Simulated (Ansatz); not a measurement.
Cost and result up the ladder for Ge9NH16, a doped cluster cut from the lattice of germanium (N on a surface site) (26 atoms). The state is a doublet with charge 0. Geometry: r2SCAN-D4/def2-SVP.

```xyz
26

Ge   -2.8573   -0.5159   -1.1492
Ge   -1.2232    1.9598    1.5320
Ge   -0.5552   -1.9567    1.7958
Ge    1.2419   -1.5515   -1.7261
Ge    2.4650    0.5526    1.3177
Ge    0.6618    1.6906   -1.9512
Ge   -2.1624   -0.2497    1.1578
N     0.1483   -0.0931   -2.1070
Ge    0.9155    2.1858    0.4093
Ge    1.5700   -1.6111    0.6758
H    -4.4011   -0.4116   -1.2760
H    -2.4252   -1.8837   -1.7246
H    -2.1976    3.0364    1.0124
H    -1.0263    2.1942    3.0445
H    -1.1097   -3.3513    1.4444
H    -0.3286   -1.9095    3.3218
H     0.4861   -2.7840   -2.2560
H     2.6010   -1.4455   -2.4630
H     2.5827    0.6801    2.8493
H     3.8674    0.7494    0.7077
H    -0.4667    2.5046   -2.6111
H     1.9834    1.9615   -2.7131
H    -3.4043   -0.3783    2.0736
H    -0.3877   -0.2464   -2.9628
H     1.4661    3.6196    0.5700
H     2.5562   -2.7461    1.0280
```

Ansatz on 2 threads of AMD EPYC 7R13 on a shared host and a share (18 GiB) of an NVIDIA H100 80GB HBM3. Times are rough, and most runs start from the orbitals of an earlier one. CAM-B3LYP-D4/def2-TZVP serves as the yardstick here, not as an exact answer. Differences are given only for rows in sets of like size (and for xTB, whose basis is part of the method), since another set adds its own error. Binding counts from free atoms at the same level (Ge triplet, N quartet, H doublet; other spins of the atoms weren't run), without zero-point energy or a counterpoise term.

The 6-31G sets use Cartesian d functions. LC-ωPBE has ω = 0.4 bohr⁻¹. B3LYP takes the VWN-RPA correlation. Correlated methods freeze 82 core orbitals; core or outer-core shells of Ge are correlated, in sets that lack core-valence functions. The rows differ in basis, and correlated rows in double-zeta sets carry the largest basis error. Single mean-field runs in def2-TZVP are fitted with def2-universal-jkfit.

Correlated methods converge slowly with the basis, most of all in double-zeta sets.

```tsv
level	functions	binding energy per atom (eV)	difference from CAM-B3LYP-D4/def2-TZVP (eV)
PBE0-D4/def2-SVP	382	2.84	–
MP2/def2-SVP	382	2.65	–
HF/STO-3G	183	3.46	–
B3LYP-D4/6-31G	302	2.77	–
HF/6-31G	302	1.83	–
PBE-D4/def2-TZVP	559	2.84	0.00
r2SCAN-D4/def2-TZVP (with forces)	559	2.87	0.03
LDA (SPW92)/def2-TZVP (with forces)	559	3.26	0.42
PBE0-D4/def2-TZVP	559	2.83	0.00
CAM-B3LYP-D4/def2-TZVP	559	2.84	0.00
PBE-D4/def2-SVP	382	2.84	–
LC-ωPBE/def2-TZVP	559	2.80	-0.04
```

Question: Estimate how long each takes.

Answer: HF/STO-3G 6.5 s; HF/6-31G 8 s; MP2/def2-SVP 9 s; PBE-D4/def2-SVP 11 s; CAM-B3LYP-D4/def2-TZVP 12 s; PBE0-D4/def2-SVP 12 s; PBE0-D4/def2-TZVP 13 s; LDA (SPW92)/def2-TZVP (with forces) 13 s; PBE-D4/def2-TZVP 14 s; B3LYP-D4/6-31G 14 s; LC-ωPBE/def2-TZVP 15 s; r2SCAN-D4/def2-TZVP (with forces) 18 s. On shared hardware such times vary by a factor of up to 3.
